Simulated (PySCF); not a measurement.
Isomers of C3H10N2Si, mass 102.061 u with the commonest isotopes. Computed with B3LYP/def2-SVPD in PySCF (dipole) on a GFN2-xTB geometry, gas phase. One conformer each, none proved a minimum here; rigid rotors.

Problem. Order these by rotational constant A, smallest first.
A. `[SiH3:1][N:2]1[CH2:3][CH2:4][CH2:5][NH:6]1` with Si1–N2–C3–C4 -104°, N2–C3–C4–C5 -14°, C3–C4–C5–N6 -10°, C4–C5–N6–N2 30°
B. `[NH2:1][C@H:2]1[CH2:3][NH:4][SiH2:5][CH2:6]1` with H–N1–C2–C3 -65° and 176°, N1–C2–C3–N4 168°, C2–C3–N4–Si5 -29°, C3–N4–Si5–C6 7°, N4–Si5–C6–C2 17°
C. `[H]/[N:6]=[CH:5]/[CH2:4][N:2]([CH3:1])[SiH3:3]` with C1–N2–C4–C5 -73°, N2–C4–C5–N6 -5°
D. `[CH3:1][NH:2][SiH:3]1[CH2:4][NH:5][CH2:6]1` with C1–N2–Si3–C4 93°, N2–Si3–C4–N5 93°, Si3–C4–N5–C6 17°, C4–N5–C6–Si3 -17°, N2–Si3–C6–N5 -107°
E. `[CH2:1]=[N:2][NH:3][CH2:4][CH2:5][SiH3:6]` with C1–N2–N3–C4 -160°, N2–N3–C4–C5 86°, N3–C4–C5–Si6 -179°
F. `[CH2:1]=[N:2][SiH2:3][CH2:4][NH:5][CH3:6]` with C1–N2–Si3–C4 -118°, N2–Si3–C4–N5 67°, Si3–C4–N5–C6 178°

Solution. C (3946 MHz), F (5031 MHz), A (5337 MHz), B (5543 MHz), D (6656 MHz), E (10735 MHz).

Problem. Order these by rotational constant C, largest first.
A. `[H]/[N:6]=[CH:5]/[CH2:4][N:2]([CH3:1])[SiH3:3]` with C1–N2–C4–C5 -73°, N2–C4–C5–N6 -5°
B. `[CH2:1]=[N:2][SiH2:3][CH2:4][NH:5][CH3:6]` with C1–N2–Si3–C4 -118°, N2–Si3–C4–N5 67°, Si3–C4–N5–C6 178°
C. `[SiH3:1][N:2]1[CH2:3][CH2:4][CH2:5][NH:6]1` with Si1–N2–C3–C4 -104°, N2–C3–C4–C5 -14°, C3–C4–C5–N6 -10°, C4–C5–N6–N2 30°
D. `[CH2:1]=[N:2][NH:3][CH2:4][CH2:5][SiH3:6]` with C1–N2–N3–C4 -160°, N2–N3–C4–C5 86°, N3–C4–C5–Si6 -179°
E. `[CH3:1][NH:2][SiH:3]1[CH2:4][NH:5][CH2:6]1` with C1–N2–Si3–C4 93°, N2–Si3–C4–N5 93°, Si3–C4–N5–C6 17°, C4–N5–C6–Si3 -17°, N2–Si3–C6–N5 -107°
F. `[NH2:1][C@H:2]1[CH2:3][NH:4][SiH2:5][CH2:6]1` with H–N1–C2–C3 -65° and 176°, N1–C2–C3–N4 168°, C2–C3–N4–Si5 -29°, C3–N4–Si5–C6 7°, N4–Si5–C6–C2 17°

Solution. C (1914 MHz), A (1856 MHz), F (1710 MHz), E (1562 MHz), B (1239 MHz), D (962.9 MHz).

Problem. Order these by dipole moment, smallest first.
A. `[CH3:1][NH:2][SiH:3]1[CH2:4][NH:5][CH2:6]1` with C1–N2–Si3–C4 93°, N2–Si3–C4–N5 93°, Si3–C4–N5–C6 17°, C4–N5–C6–Si3 -17°, N2–Si3–C6–N5 -107°
B. `[SiH3:1][N:2]1[CH2:3][CH2:4][CH2:5][NH:6]1` with Si1–N2–C3–C4 -104°, N2–C3–C4–C5 -14°, C3–C4–C5–N6 -10°, C4–C5–N6–N2 30°
C. `[CH2:1]=[N:2][SiH2:3][CH2:4][NH:5][CH3:6]` with C1–N2–Si3–C4 -118°, N2–Si3–C4–N5 67°, Si3–C4–N5–C6 178°
D. `[CH2:1]=[N:2][NH:3][CH2:4][CH2:5][SiH3:6]` with C1–N2–N3–C4 -160°, N2–N3–C4–C5 86°, N3–C4–C5–Si6 -179°
E. `[H]/[N:6]=[CH:5]/[CH2:4][N:2]([CH3:1])[SiH3:3]` with C1–N2–C4–C5 -73°, N2–C4–C5–N6 -5°

Solution. A (0.80 D), C (1.03 D), D (1.82 D), B (1.98 D), E (2.32 D).

| SMILES | point group | Ia (u·Å²) | Ib (u·Å²) | Ic (u·Å²) | κ | μa (D) | μb (D) | μc (D) |
| --- | --- | --- | --- | --- | --- | --- | --- | --- |
| [H]/N=C/CN(C)[SiH3] | C1 | 128.08 | 236.25 | 272.26 | -0.73 | 2.13 | 0.34 | 0.85 |
| CN[SiH]1CNC1 | C1 | 75.93 | 299.78 | 323.61 | -0.95 | 0.69 | 0.28 | 0.29 |
| C=N[SiH2]CNC | C1 | 100.45 | 337.63 | 408.04 | -0.86 | 0.09 | 1.01 | 0.16 |
| N[C@H]1CN[SiH2]C1 | C1 | 91.17 | 227.51 | 295.56 | -0.73 | 0.17 | 0.45 | 0.71 |
| [SiH3]N1CCCN1 | C1 | 94.69 | 229.43 | 264.04 | -0.83 | 1.78 | 0.86 | 0.15 |
| C=NNCC[SiH3] | C1 | 47.08 | 511.39 | 524.86 | -0.99 | 0.15 | 0.29 | 1.79 |
